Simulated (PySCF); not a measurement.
**Working out the ionisation energy of Ge(15+)**

Ge(15+) [Ne] 3s2 3p5 (2P) → Ge(16+) [Ne] 3s2 3p4 (3P). Calculation: PySCF 2.14, in an even-tempered Gaussian basis (17 s from 1.1 bohr⁻², ratio 2.5; 11 p from 1.4 bohr⁻², ratio 2.5; 5 d from 8.6 bohr⁻², ratio 2.7; 4 f from 13 bohr⁻², ratio 2.7); no relativity, point nucleus. Frozen: 1s2; the 17 highest virtual orbitals dropped. Energies in hartree (1 hartree = 27.21139 eV):

```json
{"part": "UHF", "Ge(15+) (lower)": "-1965.161741", "Ge(16+) (upper)": "-1944.400717"}
{"part": "MP2 opposite-spin", "Ge(15+) (lower)": "-0.404165", "Ge(16+) (upper)": "-0.380012"}
{"part": "MP2 same-spin", "Ge(15+) (lower)": "-0.151566", "Ge(16+) (upper)": "-0.141067"}
```

What does Hartree-Fock give?

(-1944.400717) − (-1965.161741) = 20.761024 hartree = 564.936 eV.

What do MP2 and SCS-MP2 (6/5 opposite-spin, 1/3 same-spin) give?

The opposite-spin parts differ by 0.657 eV and the same-spin parts by 0.286 eV. MP2: 564.936 + (0.657) + (0.286) = 565.879 eV. SCS-MP2: 564.936 + 1.2 × (0.657) + (0.286)/3 = 565.820 eV.

Reference: 567.3 ± 0.5 eV (semi-empirical (NIST evaluation); NIST Atomic Spectra Database, ionization energies), between the lowest levels; spin-orbit coupling is absent from the calculation.

The calculation is non-relativistic.

What remains against the reference includes basis incompleteness, the frozen core and correlation beyond second order.
